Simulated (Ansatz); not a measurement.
Basis-set series for `FC([SiH3])Cl`. Charge 0, multiplicity 1. The structure was optimised at the PBE0-D4/def2-TZVP level.

```xyz
8

F     0.539   -1.019   -1.542
C     0.760   -0.106   -0.545
Si   -0.835    0.206    0.454
Cl    2.015   -0.731    0.554
H     1.183    0.791   -1.002
H    -1.884    0.699   -0.475
H    -0.533    1.233    1.478
H    -1.244   -1.073    1.078
```

| functional | basis | functions | energy (Eh) | HOMO (eV) | LUMO (eV) |
| --- | --- | --- | --- | --- | --- |
| PBE0-D4 | def2-TZVPP | 202 | -889.69771 | -8.35 | -0.07 |
| PBE0-D4 | def2-QZVPP | 374 | -889.72866 | -8.39 | -0.24 |
| ωB97M-V | def2-TZVPP | 202 | -890.01768 | -10.61 | 1.66 |
| ωB97M-V | def2-QZVPP | 374 | -890.04699 | -10.66 | 1.30 |

Give the rows for def2-SVP. (Best estimate.)

Ansatz gave: 
```csv
functional,basis,functions,energy (Eh),HOMO (eV),LUMO (eV)
PBE0-D4,def2-SVP,84,-889.26670,-8.21,0.39
ωB97M-V,def2-SVP,84,-889.58267,-10.44,2.37
```

Positive LUMOs are unbound and depend on the basis.
